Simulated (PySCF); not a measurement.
Successive ionisation energies of iron

Calculated with PySCF 2.14, two-component X2C-1e (Gaussian nucleus, no Breit or QED terms), each ion in its own even-tempered basis; GMP2 freezes the deep shells of the larger ions and drops the highest virtual spinors; eV.

```json
{"ion": "Fe(4+)", "configuration": "[Ar] 3d4", "GHF (screened spin-orbit)": "74.290", "GMP2 (screened spin-orbit)": "75.214", "NIST": "75 ± 0.15", "kind": "semi-empirical"}
{"ion": "Fe(5+)", "configuration": "[Ar] 3d3", "GHF (screened spin-orbit)": "98.252", "GMP2 (screened spin-orbit)": "98.918", "NIST": "98.985 ± 0.015", "kind": "measured"}
{"ion": "Fe(6+)", "configuration": "[Ar] 3d2", "GHF (screened spin-orbit)": "124.14", "GMP2 (screened spin-orbit)": "124.62", "NIST": "124.97", "kind": "measured"}
{"ion": "Fe(7+)", "configuration": "[Ar] 3d1", "GHF (screened spin-orbit)": "150.31", "GMP2 (screened spin-orbit)": "150.70", "NIST": "151.06", "kind": "measured"}
{"ion": "Fe(8+)", "configuration": "[Ar]", "GHF (screened spin-orbit)": "232.44", "GMP2 (screened spin-orbit)": "233.17", "NIST": "233.6 ± 0.4", "kind": "semi-empirical"}
{"ion": "Fe(9+)", "configuration": "[Ne] 3s2 3p5", "GHF (screened spin-orbit)": "260.22", "GMP2 (screened spin-orbit)": "261.08", "NIST": "262.1 ± 0.12", "kind": "semi-empirical"}
{"ion": "Fe(10+)", "configuration": "[Ne] 3s2 3p4", "GHF (screened spin-orbit)": "289.36", "GMP2 (screened spin-orbit)": "290.33", "NIST": "290.9 ± 0.4", "kind": "semi-empirical"}
{"ion": "Fe(11+)", "configuration": "[Ne] 3s2 3p3", "GHF (screened spin-orbit)": "327.25", "GMP2 (screened spin-orbit)": "327.68", "NIST": "330.8 ± 0.6", "kind": "semi-empirical"}
{"ion": "Fe(12+)", "configuration": "[Ne] 3s2 3p2", "GHF (screened spin-orbit)": "357.75", "GMP2 (screened spin-orbit)": "358.51", "NIST": "361 ± 0.7", "kind": "semi-empirical"}
{"ion": "Fe(13+)", "configuration": "[Ne] 3s2 3p1", "GHF (screened spin-orbit)": "391.17", "GMP2 (screened spin-orbit)": "391.63", "NIST": "392.2 ± 0.7", "kind": "semi-empirical"}
{"ion": "Fe(14+)", "configuration": "[Ne] 3s2", "GHF (screened spin-orbit)": "452.93", "GMP2 (screened spin-orbit)": "455.22", "NIST": "456.2 ± 0.5", "kind": "measured"}
{"ion": "Fe(15+)", "configuration": "[Ne] 3s1", "GHF (screened spin-orbit)": "488.69", "GMP2 (screened spin-orbit)": "489.28", "NIST": "489.31", "kind": "semi-empirical"}
```

Where is the largest relative jump?

From Fe(7+) to Fe(8+): 150.70 to 233.17 eV, where the electron removed from [Ar] comes from a deeper shell or subshell.
